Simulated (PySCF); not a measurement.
Planning a geometry optimisation on `[CH3][Sn]([CH3])([CH3])[c]1ccccn1`.

Method: PBE0-D3(BJ)/def2-SVP geometry optimisation, gas phase, def2 core potentials past Kr (PySCF 2.14.0). Work: geometry optimisation from a GFN2-xTB start shaken at random, density fitting. A driver script takes a list of jobs; this job's settings line and coordinates (Å) are shown.

Input:
```
{"job": {"xc": "PBE0", "basis": "def2-SVP", "d3": "d3bj", "grid": 1, "maxiter": 30, "shake": 0.01, "kind": "geom"}, "charge": 0, "multiplicity": 1}
C     -2.201010    -1.486720    -1.003090
Sn    -1.262310     0.193850     0.041760
C     -1.970710     0.241790     2.123070
C     -1.696130     2.128610    -0.924290
C      0.896320    -0.175220    -0.034130
C      1.859950     0.829850     0.039840
C      3.208340     0.464900    -0.023630
C      3.538930    -0.867510    -0.160100
C      2.484820    -1.784780    -0.190990
N      1.210840    -1.450100    -0.136000
H     -1.843040    -2.404090    -0.625350
H     -2.014720    -1.401400    -2.063390
H     -3.321810    -1.423270    -0.861160
H     -3.048040     0.319190     2.163980
H     -1.537550     1.083400     2.658910
H     -1.651880    -0.649060     2.650370
H     -1.405220     2.970140    -0.307380
H     -2.807830     2.214480    -1.069100
H     -1.239110     2.189340    -1.881990
H      1.543090     1.865770     0.147130
H      3.956690     1.220740     0.014310
H      4.559230    -1.217170    -0.223220
H      2.688840    -2.839190    -0.332720
```

Hardware: one thread of an Arm Neoverse V1, on a shared host. PySCF's memory limit was set to 2320 MB.

**Question.** How large is the basis?

**Answer.** 217 functions.

**Question.** Estimate the wall time.

**Answer.** About 9.2 min. The run took 15 energy-and-gradient evaluations and 114 SCF cycles, 37 s an evaluation on average.

**Question.** How much memory does it need at the peak?

**Answer.** About 1.1 GiB. Peak memory is the resident size of the whole Python process, interpreter and libraries included.

The host was shared with other jobs, so the times are rough.

The run converged: final energy -581.02885 Eh after 14 steps; dipole 1.65 D.
